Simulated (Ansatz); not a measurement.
`BNC(C)F` + `C#N` → `BC#N` + `CC(N)F` at 298.15 K and 1 bar (formal exchange of groups at a B–N bond).

Computed with Ansatz on PBE0-D4/def2-TZVP structures; ΔE is electronic, products minus reactants. CBS: MP2 limit from def2 TZ/QZ plus the TZ coupled-cluster correction, frozen cores. This one scheme is used for every species. Each species was taken in one conformer, which may not be the lowest.

| species | CCSD(T)/CBS energy (Eh) | H − E (kJ/mol) | S (J/(mol·K)) |
| --- | --- | --- | --- |
| `BNC(C)F` | -259.64176 | 274.9 | 316.4 |
| `C#N` | -93.32098 | 52.4 | 201.2 |
| `BC#N` | -118.71067 | 86.0 | 247.0 |
| `CC(N)F` | -234.21706 | 240.0 | 287.8 |

H − E and S are ideal-gas, rigid-rotor, harmonic terms from PBE0-D4/def2-TZVP, for one conformer and one mirror image of each species. 1 Eh = 2625.50 kJ/mol, R = 8.31446 J/(mol·K).

Problem. By hand: ΔE, ΔH, ΔS and ΔG.

Solution. ΔE = (-118.71067) + (-234.21706) − (-259.64176) − (-93.32098) = 0.03501 Eh = 91.9 kJ/mol. Δ(H − E) = 86.0 + 240.0 − 274.9 − 52.4 = -1.3, so ΔH = 90.6 kJ/mol. ΔS = 247.0 + 287.8 − 316.4 − 201.2 = 17.2 J/(mol·K). ΔG = 90.6 − 298.15 × (17.2)/1000 = 85.5 kJ/mol.

Problem. By hand: the equilibrium constant, and the temperature at which ΔG would vanish if ΔH and ΔS stayed fixed.

Solution. log₁₀ K = −ΔG/(RT ln 10) = -15.0. ΔG = 0 at ΔH/ΔS = 5267 K, far beyond where these terms or the molecules hold.

ΔH outweighs TΔS. A doubt of 5 kJ/mol in ΔE shifts log₁₀ K by 0.9 here. Other conformers and mirror images would add mixing entropy, several J/(mol·K) or more a flexible species. These are equilibria of isolated gas molecules and say nothing of rates. Largest T1 diagnostic: 0.014 (customary marks: 0.02 for closed shells, 0.045 for open ones).
